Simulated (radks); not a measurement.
Question: Radial electron density D(r) = 4 pi r^2 rho(r) of an atom or ion with 34 electrons. Method: scalar-relativistic Kohn-Sham, PBEsol, spin-polarised, spherical densities, finite nucleus; Fermi nuclear charge, rms radius of each element as measured or else 0.836 A^(1/3) + 0.57 fm; computed with a radial shooting solver on a logarithmic mesh with Libxc functionals.

r (bohr)  D(r) (e/bohr)   spin D(r)
0.00303           7.191  -0.0000598
0.003444          8.822  -0.0000523
0.003914          10.77  -0.0000299
0.004449          13.07   0.0000178
0.005016          15.58    0.000101
0.005701          18.65    0.000255
0.006479          22.15    0.000518
0.007306          25.80    0.000917
0.008303          30.04     0.00159
0.009437          34.57     0.00267
0.01064           38.94     0.00421
0.01209           43.58     0.00670
0.01374           47.96      0.0105
0.0155            51.57      0.0156
0.01761           54.64      0.0236
0.02002           56.63      0.0351
0.02257           57.36      0.0499
0.02565           56.88      0.0715
0.02916           55.30       0.100
0.03287           53.16       0.134
0.03736           50.83       0.179
0.04246           49.22       0.230
0.04788           49.09       0.282
0.05441           50.96       0.336
0.06185           54.96       0.378
0.07029           60.49       0.397
0.07925           65.93       0.383
0.09007           70.36       0.327
0.1024            71.81       0.233
0.1154            69.63       0.125
0.1312            63.90      0.0256
0.1491            56.34     -0.0101
0.1681            49.96      0.0544
0.1911            46.25       0.242
0.2172            46.83       0.517
0.2448            50.36       0.767
0.2783            54.59       0.908
0.3163            56.00       0.824
0.3566            52.78       0.548
0.4053            44.61       0.183
0.4606            33.83     -0.0155
0.5194            24.21       0.152
0.5903            16.78       0.771
0.6709            12.83        1.68
0.7564            11.29        2.47
0.8597            10.27        2.91
0.9771            8.643        2.76
1.111             6.273        2.13
1.252             3.930        1.38
1.423             1.957       0.708
1.617            0.7812       0.289
1.824            0.2653      0.0998
2.073           0.06457      0.0247
2.356           0.01161     0.00451
2.656          0.001710    0.000670
3.019         0.0001538   0.0000605

What is the nuclear charge?

Answer: Z = 45. The innermost maximum, from 1s, lies near gamma/Z bohr with gamma = sqrt(1 - (Z/c)^2) = 0.945, here 0.021 bohr (found: 0.0229), and its height grows with Z. The density is that of the rhodium ion Rh11+ in [Ar] 3d10 4s2 4p4; the configuration itself is not fixed sharply by these data, and Z only to a few units. D(r) has 3 maxima, at r = 0.0229, 0.101, 0.309 bohr, and minima at 0.0456, 0.200 bohr, inside which lie 2.02, 11.11 electrons.
